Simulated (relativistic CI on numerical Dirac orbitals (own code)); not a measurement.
d1 to d9 in one octahedral field

Computed with a parametric ligand-field model without spin-orbit coupling, by exact diagonalisation: B = 710, C = 2770, 10Dq = 19900 cm⁻¹ (Oh; |10Dq|/B = 28.0) for every shell. Energies in cm⁻¹; the field energy is (0.6 n_e − 0.4 n_t2) × 10Dq of the ground term; g labels are left out.

```tsv
Shell	Ground term	Electrons in e	Field energy	First spin-allowed bands	Lowest term of other spin
d1	2T2	0.000	-7960	2E 19900	
d2	3T1	0.024	-15435	3T2 18443, 3T1 27636	1T2 10163
d3	4A2	0.000	-23880	4T2 19900, 4T1 27189	2E 13593
d4	3T1	0.035	-31148	3E 17496, 3T1 18187	5E 2836
d5	?	?	?	?	?
d6	1A1	0.044	-46887	1T1 18161, 1T2 27196	3T1 12137
d7	2E	1.033	-35163	2T1 17998, 2T2 18566	4T1 6290
d8	3A2	2.000	-23880	3T2 19900, 3T1 27189	1E 11071
d9	2E	3.000	-11940	2T2 19900
```

Fill in the row of d5.

Ground term: 2T2; Electrons in e: 0.061; Field energy: -38578; First spin-allowed bands: 2A2 16638, 2T1 16897; Lowest term of other spin: 6A1 3519. Low spin: d4, d5, d6, d7; the other shells keep the spin of the free ion. Only d4 to d7 can choose; the field needed to pair spins is smallest for d6 and largest for d5, which loses most exchange energy. In the strong-field picture 10Dq must exceed about 6B + 5C = 18110 (d4), 7.5B + 5C = 19175 (d5), 2.5B + 4C = 12855 (d6) and 4B + 4C = 13920 (d7); mixing of terms shifts these bounds somewhat.
